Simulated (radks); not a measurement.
Isoelectronic series with 13 electrons, all held in the configuration [Ne] 3s2 3p1, which need not be the ground one along the series. All-electron calculation, non-relativistic Kohn-Sham, r2SCAN, spin-unpolarised, spherical densities, point nucleus; meta-GGA in the generalised Kohn-Sham scheme. Program: a radial shooting solver on a logarithmic mesh with Libxc functionals. Total energies (hartree) and orbital eigenvalues (hartree) (* marks an orbital that is empty in some or all of the ions):

[
 {"ion": "K6+", "E (hartree)": "-587.91602", "4s*": "-1.85966", "3d*": "-2.88763", "3p": "-3.93918", "3s": "-4.65064"},
 {"ion": "Ca7+", "E (hartree)": "-660.73035", "4s*": "-2.40260", "3d*": "-3.80738", "3p": "-4.99025", "3s": "-5.78577"},
 {"ion": "Sc8+", "E (hartree)": "-737.88411", "4s*": "-3.00943", "3d*": "-4.84260", "3p": "-6.15469", "3s": "-7.03404"},
 {"ion": "Ti9+", "E (hartree)": "-819.37616", "4s*": "-3.67987", "3d*": "-5.99238", "3p": "-7.43203", "3s": "-8.39502"},
 {"ion": "V10+", "E (hartree)": "-905.20562", "4s*": "-4.41369", "3d*": "-7.25608", "3p": "-8.82192", "3s": "-9.86839"},
 {"ion": "Cr11+", "E (hartree)": "-995.37183", "4s*": "-5.21073", "3d*": "-8.63320", "3p": "-10.32409", "3s": "-11.45393"},
 {"ion": "Mn12+", "E (hartree)": "-1089.87425", "4s*": "-6.07088", "3d*": "-10.12333", "3p": "-11.93835", "3s": "-13.15144"},
 {"ion": "Fe13+", "E (hartree)": "-1188.71247", "4s*": "-6.99403", "3d*": "-11.72618", "3p": "-13.66453", "3s": "-14.96079"},
 {"ion": "Co14+", "E (hartree)": "-1291.88613", "4s*": "-7.98010", "3d*": "-13.44151", "3p": "-15.50252", "3s": "-16.88187"},
 {"ion": "Ni15+", "E (hartree)": "-1399.39497", "4s*": "-9.02904", "3d*": "-15.26912", "3p": "-17.45220", "3s": "-18.91459"},
 {"ion": "Cu16+", "E (hartree)": "-1511.23874", "4s*": "-10.14079", "3d*": "-17.20884", "3p": "-19.51351", "3s": "-21.05887"},
 {"ion": "Zn17+", "E (hartree)": "-1627.41726", "4s*": "-11.31532", "3d*": "-19.26055", "3p": "-21.68637", "3s": "-23.31465"},
 {"ion": "Ga18+", "E (hartree)": "-1747.93035", "4s*": "-12.55259", "3d*": "-21.42414", "3p": "-23.97073", "3s": "-25.68189"},
 {"ion": "Ge19+", "E (hartree)": "-1872.77787", "4s*": "-13.85257", "3d*": "-23.69952", "3p": "-26.36654", "3s": "-28.16054"},
 {"ion": "As20+", "E (hartree)": "-2001.95972", "4s*": "-15.21524", "3d*": "-26.08660", "3p": "-28.87376", "3s": "-30.75057"},
 {"ion": "Se21+", "E (hartree)": "-2135.47578", "4s*": "-16.64057", "3d*": "-28.58532", "3p": "-31.49236", "3s": "-33.45194"},
 {"ion": "Br22+", "E (hartree)": "-2273.32597", "4s*": "-18.12855", "3d*": "-31.19563", "3p": "-34.22231", "3s": "-36.26464"},
 {"ion": "Kr23+", "E (hartree)": "-2415.51021", "4s*": "-19.67916", "3d*": "-33.91747", "3p": "-37.06359", "3s": "-39.18864"},
 {"ion": "Rb24+", "E (hartree)": "-2562.02843", "4s*": "-21.29239", "3d*": "-36.75080", "3p": "-40.01617", "3s": "-42.22392"}
]
